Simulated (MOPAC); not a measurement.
Job for MOPAC: PM7 on Cl2Zr (SMILES [Cl][Zr][Cl]), 2S+1 = 3, a spin state set in the input, which need not be the lowest.

```
PM7 1SCF PRECISE CHARGE=0 UHF MS=1 THREADS=1
Cl2Zr

Zr     0.44208328 1     0.03387953 1    -0.08020400 1
Cl    -0.49683533 1     1.63819745 1    -1.54606222 1
Cl     0.02158333 1    -1.62460538 1     1.55594659 1
```

The log:

```
*******************************************************************************
 **                                                                           **
 **                              MOPAC v23.2.5                                **
 **                                                                           **
 *******************************************************************************
 ** MOPAC's Digital Object Identifier: https://doi.org/10.5281/zenodo.6511958 **
 **                                                                           **
 ** Please cite the open-source release paper for use of this MOPAC version:  **
 ** J. E. Moussa and J. J. P. Stewart (2026)                                  **
 ** MOPAC: An open-source semiempirical molecular orbital program             **
 ** J. Open Source Softw., 11(119), 8025, https://doi.org/10.21105/joss.08025 **
 *******************************************************************************

                              PM7 CALCULATION RESULTS

 *******************************************************************************
 *  PM7        - The PM7 Hamiltonian to be used
 *  UHF        - UNRESTRICTED HARTREE-FOCK CALCULATION
 *
 *
 *
 *                 CHARGE ON SYSTEM = 0
 *
 *
 *
 *  MS=        - IN MECI, MAGNETIC COMPONENT OF SPIN =  1.0
 *  PRECISE    - TIGHTER CRITERIA TO BE USED
 *  1SCF       - DO 1 SCF AND THEN STOP
 *  THREADS=1  - MULTI-THREADING NOT USED
 *  T=         - A TIME OF 172800.0 SECONDS REQUESTED
 *  DUMP=N     - RESTART FILE WRITTEN EVERY 7200.0 SECONDS REQUESTED
 *******************************************************************************
PM7 1SCF PRECISE CHARGE=0 UHF MS=1 THREADS=1
 Cl2Zr

   ATOM   CHEMICAL          X               Y               Z
  NUMBER   SYMBOL      (ANGSTROMS)     (ANGSTROMS)     (ANGSTROMS)

     1      Zr          0.44208328  *   0.03387953  *  -0.08020400  *
     2      Cl         -0.49683533  *   1.63819745  *  -1.54606222  *
     3      Cl          0.02158333  *  -1.62460538  *   1.55594659  *



          CARTESIAN COORDINATES

    NO.       ATOM           X           Y           Z

     1        Zr          0.4421      0.0339     -0.0802
     2        Cl         -0.4968      1.6382     -1.5461
     3        Cl          0.0216     -1.6246      1.5559

 General Reference for PM7:
 "Optimization of Parameters for Semiempirical Methods VI: More Modifications to the
 NDDO Approximations and Re-optimization of Parameters", J. J. P. Stewart, J. Mol. Mod., 1:32, 19 (2013)
 https://link.springer.com/article/10.1007/s00894-012-1667-x

           Empirical Formula: Zr Cl2  =     3 atoms



      MOLECULAR POINT GROUP   :   C2v


          UHF CALCULATION, NO. OF ALPHA ELECTRONS =   10
                           NO. OF BETA  ELECTRONS =    8

 -------------------------------------------------------------------------------
 PM7 1SCF PRECISE CHARGE=0 UHF MS=1 THREADS=1
 Cl2Zr



     1SCF WAS SPECIFIED, SO BFGS WAS NOT USED
     SCF FIELD WAS ACHIEVED


                              PM7 CALCULATION
                                                       MOPAC v23.2.5 Linux




          FINAL HEAT OF FORMATION =        -32.00821 KCAL/MOL =    -133.92233 KJ/MOL


          COSMO AREA              =        153.55 SQUARE ANGSTROMS
          COSMO VOLUME            =        172.33 CUBIC ANGSTROMS

          IONIZATION POTENTIAL    =          6.153187 EV
          ALPHA SOMO LUMO (EV)    =         -6.153 -0.225
          BETA  SOMO LUMO (EV)    =        -10.722 -0.346
          NO. OF ALPHA ELECTRONS  =         10
          NO. OF BETA  ELECTRONS  =          8
          MOLECULAR WEIGHT        =        162.1260         POINT GROUP:  C2v

          MOLECULAR DIMENSIONS (Angstroms)

            Atom       Atom       Distance
           Cl     3   Cl     2     4.53179
           Cl     2   Zr     1     0.68556
           Cl     3   Zr     1     0.00000


          SCF CALCULATIONS        =          1





   ATOM   CHEMICAL          X               Y               Z
  NUMBER   SYMBOL      (ANGSTROMS)     (ANGSTROMS)     (ANGSTROMS)

     1      Zr          0.44208328  *   0.03387953  *  -0.08020400  *
     2      Cl         -0.49683533  *   1.63819745  *  -1.54606222  *
     3      Cl          0.02158333  *  -1.62460538  *   1.55594659  *

                             CARTESIAN COORDINATES

   1   Zr        0.442083280     0.033879530    -0.080204000
   2   Cl       -0.496835330     1.638197450    -1.546062220
   3   Cl        0.021583330    -1.624605380     1.555946590


           Empirical Formula: Zr Cl2  =     3 atoms



      MOLECULAR POINT GROUP   :   C2v


          ALPHA EIGENVALUES
 -24.98077 -24.80532 -12.33920 -11.60449 -11.48313 -10.91130 -10.85615 -10.66455
  -7.74034  -6.15319  -0.22545   0.56389   0.80382   1.49536  23.25980  23.31863
  23.33604  74.57425  74.65013  74.68285  74.81159  74.82490  74.89965  74.90444
  75.20802  75.32639  75.32751


           BETA EIGENVALUES
 -25.09095 -24.93451 -12.20289 -11.56217 -11.42760 -10.87612 -10.85660 -10.72171
  -0.34590   0.77257   1.22230   1.27684   1.39894   2.26730  23.57198  24.63658
  24.88216  74.55848  74.63530  74.66661  74.80421  74.81575  74.89198  74.89744
  75.19105  75.31198  75.31286


              NET ATOMIC CHARGES AND DIPOLE CONTRIBUTIONS

  ATOM NO.   TYPE          CHARGE      No. of ELECS.   s-Pop       p-Pop       d-Pop
    1         Zr           1.246124        2.7539     0.83079     0.01186     1.91123
    2         Cl          -0.623051        7.6231     1.99276     5.63016     0.00013
    3         Cl          -0.623073        7.6231     1.99276     5.63018     0.00013
 DIPOLE           X         Y         Z       TOTAL
 POINT-CHG.     4.068     0.162    -0.510     4.103
 HYBRID         0.000    -0.000    -0.000     0.000
 SUM            4.068     0.162    -0.510     4.103


          ATOMIC ORBITAL ELECTRON POPULATIONS

     Atom    s        px        py        pz      x^2-y^2     xz        z^2       yz        xy
    1 Zr   0.83079   0.00365   0.00412   0.00409   0.11890   0.60510   0.15891   0.43031   0.59801
    2 Cl   1.99276   1.91522   1.85329   1.86165   0.00002   0.00002   0.00003   0.00003   0.00003
    3 Cl   1.99276   1.92388   1.85113   1.85517   0.00002   0.00003   0.00003   0.00004   0.00002


                    (SZ)    =    1.000000
                    (S**2)  =    2.003238


          ATOMIC ORBITAL SPIN POPULATIONS

    Atom   Total    s     px     py     pz   x^2-y^2  xz     z^2    yz     xy
         Atomic
    1 Zr  2.0525  0.765  0.000  0.000  0.000  0.022  0.503  0.037  0.239  0.486
    2 Cl -0.0263 -0.000 -0.005 -0.011 -0.010  0.000  0.000  0.000  0.000  0.000
    3 Cl -0.0263 -0.000 -0.004 -0.011 -0.011  0.000  0.000  0.000  0.000  0.000

 **********************
 *                    *
 * JOB ENDED NORMALLY *
 *                    *
 **********************




 == MOPAC DONE ==
```

The run finished.

Cost: around 0.04 core-seconds (rough).
